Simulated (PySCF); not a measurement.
Species: C5H6Cl2Si.
Bonds: Cl1–C2, C2–Cl3, C2–C4, C4–C5 (double), C5–Si6, Si6–C7, C7–C8 (double), C4–C8. Hydrogens: H9 on C2; H10 on C5; H11, H12 on Si6; H13 on C7; H14 on C8.

Theory: PBE0-D3(BJ)/def2-SVP geometry optimisation, gas phase (PySCF).

Task: List the bond lengths, angles and torsions at this level.

Result: 
| bond | length (Å) | order |
| --- | --- | --- |
| Cl1–C2, C2–Cl3 | 1.786 | single |
| C2–C4 | 1.494 | single |
| C4=C5 | 1.351 | double |
| C5–Si6 | 1.876 | single |
| Si6–C7 | 1.873 | single |
| C7=C8 | 1.347 | double |
| C4–C8 | 1.485 | single |
| C2–H9 | 1.095 | single |
| C5–H10 | 1.092 | single |
| Si6–H11, Si6–H12 | 1.495 | single |
| C7–H13 | 1.092 | single |
| C8–H14 | 1.095 | single |

Bonds in one row agree within 0.01 Å and their mean is given. Orders are formal, as drawn. A selection of angles:
| angle | degrees |
| --- | --- |
| Cl1–C2–Cl3 | 110.3 |
| Cl1–C2–C4 | 110.4 |
| Cl1–C2–H9 | 106.9 |
| C4–C2–H9 | 111.8 |
| C2–C4–C5 | 123.4 |
| C2–C4–C8 | 119.6 |
| C5–C4–C8 | 117.0 |
| C4–C5–Si6 | 106.8 |
| C4–C5–H10 | 122.2 |
| Si6–C5–H10 | 131.0 |
| C5–Si6–C7 | 92.3 |
| C5–Si6–H11 | 113.6 |
| C7–Si6–H11 | 114.5 |
| H11–Si6–H12 | 108.5 |
| Si6–C7–C8 | 107.2 |
| Si6–C7–H13 | 130.7 |
| C8–C7–H13 | 122.2 |
| C7–C8–H14 | 124.2 |
| C4–C8–C7 | 116.7 |
| C4–C8–H14 | 119.0 |

Dihedral angles: Cl1–C2–C4–C5 -119° (anticlinal); C2–C4–C5–Si6 180° (antiperiplanar); C4–C5–Si6–C7 0° (synperiplanar); C5–Si6–C7–C8 0° (synperiplanar); Si6–C7–C8–C4 0° (synperiplanar); C2–C4–C8–C7 180° (antiperiplanar).

Of the pairs four or more bonds apart, H9···H10 is among the closest relative to their van der Waals radii: 2.46 Å, 102 % of the sum of Bondi's values. The C–C distances run from 1.347 Å (C7=C8, drawn double) to 1.494 Å (C2–C4, drawn single), a spread of 0.147 Å. Si6 (SiH2 silicon) has angles from 92.3° to 114.5°. The 5-membered ring C4–C5–Si6–C7–C8 has internal angles of 92.3° to 117.0°; it is planar, 0.00 Å rms from its mean plane, widest ring torsion 0°.

Point group: Cs (every atom within 0.08 Å of its image). No PBE0-D3(BJ)/def2-SVP frequencies stand behind this structure, so it isn't proved a minimum. The numbers are those of one conformer.

The run took 1.7 min wall on Arm Neoverse N1, one thread, shared host, and the process peaked at 0.62 GiB of memory. That covers the optimisation of the geometry.
